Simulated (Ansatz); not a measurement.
The cluster Be₄S₄⁺. Charge 1, multiplicity 2. Geometry PBE-D4/def2-SVP.

```tsv
atom	x (Å)	y (Å)	z (Å)
Be1	0.0132	-0.4218	1.9176
Be2	-0.0132	0.4216	-1.9176
Be3	-1.9145	0.4228	0.1061
Be4	1.9144	-0.4229	-0.1061
S5	1.8585	-0.0009	-1.9781
S6	-1.8842	0.8256	-1.7707
S7	1.8842	-0.8255	1.7707
S8	-1.8584	0.0012	1.9781
```

Another isomer (doublet) lies 0.87 eV lower at PBE0-D4/def2-TZVP; other spin states weren't run for this one.

Task: Estimate the α-spin orbital energies around the gap (eV) in Ansatz with HF/STO-3G, PBE-D4/def2-SVP, PBE-D4/def2-TZVP, B97M-V/def2-TZVP, PBE0-D4/def2-SVP.

Result: 
```json
{"orbital": "HOMO−13", "HF/STO-3G": "-28.58", "PBE-D4/def2-SVP": "-22.61", "PBE-D4/def2-TZVP": "-22.27", "B97M-V/def2-TZVP": "-23.39", "PBE0-D4/def2-SVP": "-24.97"}
{"orbital": "HOMO−12", "HF/STO-3G": "-27.42", "PBE-D4/def2-SVP": "-22.59", "PBE-D4/def2-TZVP": "-22.23", "B97M-V/def2-TZVP": "-23.34", "PBE0-D4/def2-SVP": "-24.93"}
{"orbital": "HOMO−11", "HF/STO-3G": "-18.08", "PBE-D4/def2-SVP": "-14.14", "PBE-D4/def2-TZVP": "-13.91", "B97M-V/def2-TZVP": "-14.29", "PBE0-D4/def2-SVP": "-15.54"}
{"orbital": "HOMO−10", "HF/STO-3G": "-17.31", "PBE-D4/def2-SVP": "-14.04", "PBE-D4/def2-TZVP": "-13.74", "B97M-V/def2-TZVP": "-14.06", "PBE0-D4/def2-SVP": "-15.44"}
{"orbital": "HOMO−9", "HF/STO-3G": "-17.18", "PBE-D4/def2-SVP": "-13.87", "PBE-D4/def2-TZVP": "-13.58", "B97M-V/def2-TZVP": "-13.96", "PBE0-D4/def2-SVP": "-15.25"}
{"orbital": "HOMO−8", "HF/STO-3G": "-15.99", "PBE-D4/def2-SVP": "-13.87", "PBE-D4/def2-TZVP": "-13.58", "B97M-V/def2-TZVP": "-13.96", "PBE0-D4/def2-SVP": "-15.25"}
{"orbital": "HOMO−7", "HF/STO-3G": "-15.93", "PBE-D4/def2-SVP": "-13.48", "PBE-D4/def2-TZVP": "-13.12", "B97M-V/def2-TZVP": "-13.52", "PBE0-D4/def2-SVP": "-14.84"}
{"orbital": "HOMO−6", "HF/STO-3G": "-15.18", "PBE-D4/def2-SVP": "-13.06", "PBE-D4/def2-TZVP": "-12.79", "B97M-V/def2-TZVP": "-13.16", "PBE0-D4/def2-SVP": "-14.37"}
{"orbital": "HOMO−5", "HF/STO-3G": "-14.90", "PBE-D4/def2-SVP": "-13.06", "PBE-D4/def2-TZVP": "-12.79", "B97M-V/def2-TZVP": "-13.16", "PBE0-D4/def2-SVP": "-14.37"}
{"orbital": "HOMO−4", "HF/STO-3G": "-14.57", "PBE-D4/def2-SVP": "-12.62", "PBE-D4/def2-TZVP": "-12.36", "B97M-V/def2-TZVP": "-12.71", "PBE0-D4/def2-SVP": "-13.97"}
{"orbital": "HOMO−3", "HF/STO-3G": "-14.00", "PBE-D4/def2-SVP": "-12.59", "PBE-D4/def2-TZVP": "-12.34", "B97M-V/def2-TZVP": "-12.64", "PBE0-D4/def2-SVP": "-13.85"}
{"orbital": "HOMO−2", "HF/STO-3G": "-13.75", "PBE-D4/def2-SVP": "-12.08", "PBE-D4/def2-TZVP": "-11.85", "B97M-V/def2-TZVP": "-12.13", "PBE0-D4/def2-SVP": "-13.39"}
{"orbital": "HOMO−1", "HF/STO-3G": "-13.28", "PBE-D4/def2-SVP": "-12.08", "PBE-D4/def2-TZVP": "-11.85", "B97M-V/def2-TZVP": "-12.13", "PBE0-D4/def2-SVP": "-13.39"}
{"orbital": "HOMO", "HF/STO-3G": "-11.96", "PBE-D4/def2-SVP": "-11.51", "PBE-D4/def2-TZVP": "-11.33", "B97M-V/def2-TZVP": "-11.62", "PBE0-D4/def2-SVP": "-12.77"}
{"orbital": "LUMO", "HF/STO-3G": "-1.11", "PBE-D4/def2-SVP": "-7.82", "PBE-D4/def2-TZVP": "-7.61", "B97M-V/def2-TZVP": "-7.25", "PBE0-D4/def2-SVP": "-7.15"}
{"orbital": "LUMO+1", "HF/STO-3G": "1.51", "PBE-D4/def2-SVP": "-6.18", "PBE-D4/def2-TZVP": "-5.99", "B97M-V/def2-TZVP": "-5.67", "PBE0-D4/def2-SVP": "-5.45"}
{"orbital": "LUMO+2", "HF/STO-3G": "1.67", "PBE-D4/def2-SVP": "-5.98", "PBE-D4/def2-TZVP": "-5.80", "B97M-V/def2-TZVP": "-5.36", "PBE0-D4/def2-SVP": "-5.16"}
{"orbital": "LUMO+3", "HF/STO-3G": "2.03", "PBE-D4/def2-SVP": "-5.54", "PBE-D4/def2-TZVP": "-5.43", "B97M-V/def2-TZVP": "-5.12", "PBE0-D4/def2-SVP": "-4.67"}
{"orbital": "LUMO+4", "HF/STO-3G": "2.17", "PBE-D4/def2-SVP": "-5.54", "PBE-D4/def2-TZVP": "-5.41", "B97M-V/def2-TZVP": "-4.97", "PBE0-D4/def2-SVP": "-4.67"}
{"orbital": "LUMO+5", "HF/STO-3G": "2.31", "PBE-D4/def2-SVP": "-5.37", "PBE-D4/def2-TZVP": "-5.41", "B97M-V/def2-TZVP": "-4.97", "PBE0-D4/def2-SVP": "-4.60"}
{"orbital": "β HOMO", "HF/STO-3G": "-11.24", "PBE-D4/def2-SVP": "-11.68", "PBE-D4/def2-TZVP": "-11.45", "B97M-V/def2-TZVP": "-11.63", "PBE0-D4/def2-SVP": "-12.45"}
{"orbital": "β LUMO", "HF/STO-3G": "-4.83", "PBE-D4/def2-SVP": "-11.02", "PBE-D4/def2-TZVP": "-10.86", "B97M-V/def2-TZVP": "-11.04", "PBE0-D4/def2-SVP": "-10.85"}
```
